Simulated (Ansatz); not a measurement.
Reaction R1 → 2 P1 + 6 P2, each structure at its B3LYP-D3(BJ)/def2-TZVP stationary point, reached from a drawn start (curvature not checked).
P1: C atom, charge 0, multiplicity 3.
P2: F atom, charge 0, multiplicity 2.
R1: C2F6 (SMILES FC(F)(F)C(F)(F)F), charge 0, multiplicity 1.

P less R. No zero-point or thermal terms; singlets are restricted closed shells; open shells are unrestricted; no spin–orbit coupling.

Cores are frozen in the correlated methods.

Run with Ansatz (Gaussian orbitals). No computed number here is a measurement.

```json
[
 {"level": "HF/cc-pVDZ", "reaction energy (kcal/mol)": "493.41"},
 {"level": "B97M-V/def2-TZVPP", "reaction energy (kcal/mol)": "790.59"},
 {"level": "PBE0/def2-TZVPP", "reaction energy (kcal/mol)": "793.96"},
 {"level": "CAM-B3LYP/def2-TZVPP", "reaction energy (kcal/mol)": "793.71"},
 {"level": "B2PLYP/def2-TZVPP", "reaction energy (kcal/mol)": "778.97"},
 {"level": "MP2/cc-pVDZ", "reaction energy (kcal/mol)": "757.56"},
 {"level": "SCS-MP2/cc-pVDZ", "reaction energy (kcal/mol)": "730.53"},
 {"level": "CCSD/cc-pVDZ", "reaction energy (kcal/mol)": "___"},
 {"level": "CCSD/cc-pVTZ", "reaction energy (kcal/mol)": "___"}
]
```

### Question
What belongs in the gaps?

### Answer

- CCSD/cc-pVDZ, reaction energy (kcal/mol): 700.41
- CCSD/cc-pVTZ, reaction energy (kcal/mol): 745.21

Ansatz is a quantum-chemistry and plane-wave program.
